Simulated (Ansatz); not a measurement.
Two members of one family (InP nanocrystals, H-capped) that differ in charge, which shifts all levels, computed with Ansatz in the gas phase; def2 core potentials for In, no spin–orbit coupling. The two geometries come from different levels. Levels of anions in sets without diffuse functions are rough. The structures are stationary points that may keep the symmetry of their start.

First: In5P4H16⁻, cut from zinc blende, disc (singlet, charge -1, PBE0-D4/def2-SVP geometry).

| atom | x (Å) | y (Å) | z (Å) |
| --- | --- | --- | --- |
| P1 | -0.2675 | 2.2059 | 0.4826 |
| P2 | 2.5459 | -0.5000 | 0.4609 |
| P3 | -1.7028 | -1.2523 | 1.5716 |
| P4 | -0.3967 | -0.8240 | -2.0812 |
| In5 | -1.9088 | 1.2921 | 2.2393 |
| In6 | 2.2031 | 2.0166 | 1.1738 |
| In7 | -0.8336 | 1.7432 | -2.0182 |
| In8 | 2.0498 | -1.5952 | -1.8894 |
| In9 | -2.0572 | -2.3248 | -0.8137 |
| H10 | -0.4847 | 3.6098 | 0.5953 |
| H11 | 1.9340 | -1.3154 | 1.4509 |
| H12 | 3.8899 | -0.8331 | 0.7835 |
| H13 | -2.5389 | -1.9742 | 2.4677 |
| H14 | -0.4664 | -1.7335 | 2.0778 |
| H15 | -0.6920 | -1.1550 | -3.4355 |
| H16 | -1.2648 | 1.4125 | 3.8559 |
| H17 | -3.5582 | 1.7145 | 1.8779 |
| H18 | 2.4003 | 2.0507 | 2.9060 |
| H19 | 3.2520 | 2.9203 | 0.1168 |
| H20 | 0.3701 | 2.5255 | -3.0072 |
| H21 | -2.5399 | 2.0137 | -2.2519 |
| H22 | 3.0905 | -0.7506 | -3.0009 |
| H23 | 2.1730 | -3.3185 | -1.6494 |
| H24 | -3.7100 | -1.9594 | -1.2215 |
| H25 | -1.4870 | -3.9686 | -0.6911 |

```json
{"level": "PBE-D4/def2-SVP", "HOMO (eV)": "-2.92", "LUMO (eV)": "1.47", "gap (eV)": "4.40"}
{"level": "r2SCAN-D4/def2-SVP", "HOMO (eV)": "-3.18", "LUMO (eV)": "1.77", "gap (eV)": "4.94"}
{"level": "PBE0-D4/def2-SVP", "HOMO (eV)": "-3.96", "LUMO (eV)": "2.14", "gap (eV)": "6.10"}
```

Second: In5P5H18, cut from wurtzite, disc (singlet, charge 0, r2SCAN-D4/def2-SVP geometry).

Cartesian coordinates in Å:
```
P -4.0359 1.0059 0.1048
In -2.6650 0.2357 2.2547
P -0.2433 0.2152 1.2731
In 1.5710 -0.1241 3.1244
P 3.7776 0.3494 1.7087
In -4.1863 0.0270 -2.3237
P -1.5532 -0.2507 -2.5409
In 0.0475 -1.2805 -0.7527
P 2.3611 -0.5777 -1.7380
In 4.7074 -0.7156 -0.4990
H -5.3901 1.1028 0.5297
H -3.8200 2.4019 -0.0557
H -2.7916 1.5725 3.3396
H -3.1302 -1.4042 2.5055
H -0.0241 1.5218 0.7486
H 1.4739 1.2067 4.2180
H 1.6316 -1.8098 3.4783
H 3.8679 1.7568 1.5271
H 4.8539 0.2399 2.6328
H -4.6208 1.2920 -3.4093
H -4.7976 -1.5763 -2.2070
H -1.0004 1.0282 -2.8251
H -1.2415 -0.8641 -3.7860
H -0.1227 -2.9828 -0.6162
H 2.1745 0.7641 -2.1727
H 2.4677 -1.1729 -3.0252
H 4.9623 -2.3917 -0.2082
H 5.7266 0.4306 -1.2856
```

Task: Estimate how these quantities change from the first to the second (second minus first).

Result: 
```json
{"level": "PBE-D4/def2-SVP", "Δ HOMO (eV)": "-3.18", "Δ LUMO (eV)": "-3.45", "Δ gap (eV)": "-0.27"}
{"level": "r2SCAN-D4/def2-SVP", "Δ HOMO (eV)": "-3.18", "Δ LUMO (eV)": "-3.52", "Δ gap (eV)": "-0.35"}
{"level": "PBE0-D4/def2-SVP", "Δ HOMO (eV)": "-3.14", "Δ LUMO (eV)": "-3.41", "Δ gap (eV)": "-0.27"}
```
